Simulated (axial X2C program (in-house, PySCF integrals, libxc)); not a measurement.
Correcting the dissociation energy of Se₂⁺ for spin–orbit coupling

A spin-free CCSD(T) curve (one-electron X2C) was computed with an axial X2C code built on PySCF integrals, basis Se dyall-cv3z [8s9p6d4f1g] (cores contracted in-house), for the state M_S = 1/2, Λ = 1 (beyond evenly filled blocks: π+α). It gives D0 = 3.828 eV to Se+ + Se, which in a spin-free picture are the weighted means of the ground terms.

Correlated methods: 11 electrons correlated (number of frozen shells: Se 3 s, 2 p, 1 d), 229 virtual spin orbitals or spinors in MP2, 90 natural virtuals in coupled cluster.

Measured levels of the ground terms (NIST Handbook of Basic Atomic Spectroscopic Data), in cm⁻¹: Se+ 4S: J = 3/2 at 0; Se 3P: J = 2 at 0, J = 1 at 1989.5, J = 0 at 2534.4.

The two components of the molecular doublet are 2256 cm⁻¹ apart in the PBE0 2c search (Ω = 1/2 lower), so the lower one lies 1128 cm⁻¹ under their mean.

(1) How far does each ground level lie under the (2J+1)-weighted mean of its term?

(2) Correct D0.

Second-order spin–orbit effects in the molecule, which grow quickly with Z, are left out. The state is one determinant whose occupation by symmetry is held fixed; it was picked as the lowest of a PBE0 search that is not exhaustive. Dissociation energies refer to the lowest single-determinant-based atoms at the same level and basis. Coupled cluster ran in a truncated set of natural virtual spinors; the MP2 energy of the rest was added. (T) has no such correction and the atoms are truncated less, which lowers De at CCSD(T) by a hundredth of an eV or more.

## Answers

(1) Se+: a single level, 0; Se: (5 × 0 + 3 × 1989.5 + 1 × 2534.4)/9 = 945 cm⁻¹.

(2) D0 = 3.828 + (1128 − 945)/8065.5 = 3.851 eV at CCSD(T) with these spin–orbit terms.
